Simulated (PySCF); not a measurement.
ClOTi, charge +1, multiplicity 1. Atoms are numbered in the order given.

```xyz
3

Ti     0.4335     0.5854     0.0000
Cl    -0.1714    -1.4557     0.0000
O     -0.8278     1.4836     0.0000
```
Charge +1, spin multiplicity 1.

Geometry: PBE0-D3(BJ)/def2-TZVP. The multiplicity is an assumed one; other spin states were not compared. The isomer is the one that the SMILES or the coordinates give; other isomers of the formula were not compared.

Level of theory: PBE0/pcSseg-2 run with PySCF.

GIAO shieldings, no solvent; atoms alike by connectivity are averaged. δ = σ(ref) − σ: ³⁵Cl against HCl (σ = 943.3 ppm); ¹⁷O against H2O (σ = 327.8 ppm), references at their B3LYP-D3(BJ)/def2-TZVP geometries, non-relativistic (without spin–orbit terms, shifts of atoms bonded to Cl or Br come out too high).

Computed chemical shifts:
| nucleus | atoms | count | δ (ppm) |
|---|---|---|---|
| ³⁵Cl | Cl2 | 1 | 1340.7 |
| ¹⁷O | O3 | 1 | 1600.6 |
